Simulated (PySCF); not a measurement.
[SiBr6]2- (charge -2).
Bonds: Si1–Br2, Si1–Br3, Si1–Br4, Si1–Br5, Si1–Br6, Si1–Br7.

A GFN2-xTB structure was refined with PBE0-D3(BJ)/def2-SVP geometry optimisation, gas phase in PySCF. Its GFN2-xTB values:

```csv
coordinate,GFN2-xTB
Si1–Br2,2.552 Å
Si1–Br6,2.662 Å
Br2–Si1–Br3,174.7°
Br2–Si1–Br4,92.2°
```

**Question.** How do these coordinates change at the PBE0-D3(BJ)/def2-SVP level?

**Answer.** 
| coordinate | PBE0-D3(BJ)/def2-SVP (Å or °) | change |
| --- | --- | --- |
| Si1–Br6 | 2.440 | -0.222 |
| Si1–Br2 | 2.439 | -0.113 |
| Br2–Si1–Br3 | 180.0 | +5.3 |
| Br2–Si1–Br4 | 90.0 | -2.2 |

The energy falls by 61.0 kJ/mol over 14 energy and gradient evaluations, the largest force component goes from 0.0242 to 1.1e-04 Eh/bohr, and the atoms move by 0.152 Å rms after alignment. The bond that changes most is Si1–Br6 (ends: silicon bonded to 6 Br; bromine bonded to Si), which shortens by 0.222 Å. Bonds longer at the end by more than 0.005 Å: 0 of 6; shorter: 6.

The run used 210 basis functions and 87 SCF cycles in all.

No frequency check. Whether so highly charged an anion holds all its electrons in the gas phase wasn't checked; a finite basis holds them in any case. No counter-ion or solvent screens the charge of this multiply charged ion. The geometry's basis has no diffuse functions, a weakness for an anion.
